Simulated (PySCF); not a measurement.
**Spin-rotation constants: SMILES O=S(=O)(Cl)C1CCCC1, C5H9ClO2S**

Geometry (Å), atoms numbered from 1 in this order:
```xyz
18

O     1.4271    1.6856   -0.8684
S     1.9132    0.6719    0.0104
O     2.6289    1.0721    1.1789
Cl    3.1981   -0.4750   -1.0893
C     0.6316   -0.5466    0.4258
C    -0.3764    0.2167    1.2704
C    -1.3703    0.7439    0.2371
C    -1.4963   -0.4234   -0.7399
C    -0.0626   -0.9584   -0.8629
H     1.1713   -1.3287    0.9502
H    -0.8722   -0.4621    1.9676
H     0.1092    1.0077    1.8412
H    -0.9458    1.6090   -0.2713
H    -2.3240    1.0249    0.6796
H    -2.1464   -1.1909   -0.3171
H    -1.9032   -0.1195   -1.7012
H     0.4452   -0.4849   -1.7043
H    -0.0361   -2.0360   -1.0183
```

The calculation used GIAO BHandHLYP/pcSseg-1 magnetisability, rotational g tensor and spin-rotation constants, non-relativistic, gas phase (PySCF 2.14.0). Geometry: GFN2-xTB.

Task: Give the nuclear spin-rotation constants along the inertial axes (H = +C I·J) beside the isotropic shieldings.

Result: Rotational constants 2.1765, 0.9446, 0.8137 GHz. A star marks the isotopologue with that one atom substituted, in its own axes.
```csv
atom,isotope,Caa (kHz),Cbb (kHz),Ccc (kHz),mean (kHz),σ (ppm)
Cl4,35Cl,0.805,0.354,0.459,0.539,412.5
H10,1H,-0.191,-0.120,0.031,-0.093,28.3
H11,1H,-0.145,-0.105,-0.018,-0.089,30.2
H12,1H,-0.183,0.015,-0.097,-0.088,29.5
H13,1H,-0.154,-0.099,-0.009,-0.087,29.9
H14,1H,0.022,-0.087,-0.093,-0.052,30.3
H15,1H,-0.107,-0.098,-0.037,-0.081,30.4
H16,1H,-0.216,-0.076,-0.006,-0.100,29.8
H17,1H,-0.143,-0.080,-0.031,-0.085,29.6
H18,1H,-0.246,-0.013,-0.052,-0.104,29.8
O1,17O*,-0.510,-0.227,-0.265,-0.334,71.9
S2,33S*,1.018,0.395,0.340,0.585,115.6
C5,13C*,0.458,0.233,0.210,0.300,104.8
C6,13C*,0.359,0.147,0.131,0.212,155.9
C7,13C*,0.352,0.137,0.134,0.208,158.2
```
For the geometry as given, no vibrational averaging.
